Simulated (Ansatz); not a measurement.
C2H6GeO (`[GeH3][CH]1CO1`), relaxed with RKS PBE-D4/def2-SVP in Ansatz 0.2.0 from a rough embedded geometry. The force threshold is 0.03 eV/Å; the program also tests the step.

The species carries charge 0 and has multiplicity 1.

Start:

```xyz
10

Ge   -0.269   -0.873    1.046
C    -0.446    0.606   -0.179
C     0.690    0.784   -1.076
O    -0.427    0.071   -1.507
H     0.304   -0.313    2.432
H    -1.716   -1.455    1.379
H     0.633   -1.992    0.527
H    -1.083    1.446   -0.024
H     1.514   -0.006   -1.009
H     0.801    1.733   -1.589
```

```tsv
step	energy (eV)	largest force (eV/Å)	largest move (Å)
1	-60711.1331	2.269	0.000
2	-60711.5037	0.495	0.102
3	-60711.5320	0.164	0.071
4	-60711.5355	0.093	0.037
5	-60711.5360	0.102	0.054
6	-60711.5376	0.024	0.026
```

End:

```xyz
10

Ge   -0.309   -0.887    1.152
C    -0.393    0.558   -0.187
C     0.682    0.740   -1.188
O    -0.548    0.122   -1.550
H     0.181   -0.334    2.517
H    -1.716   -1.512    1.331
H     0.676   -1.965    0.632
H    -1.000    1.449    0.075
H     1.572    0.081   -1.169
H     0.856    1.747   -1.613
```

Run time 4.7 s (4 threads of an Intel Xeon Platinum 8488C on a shared host); peak host memory 0.19 GiB.
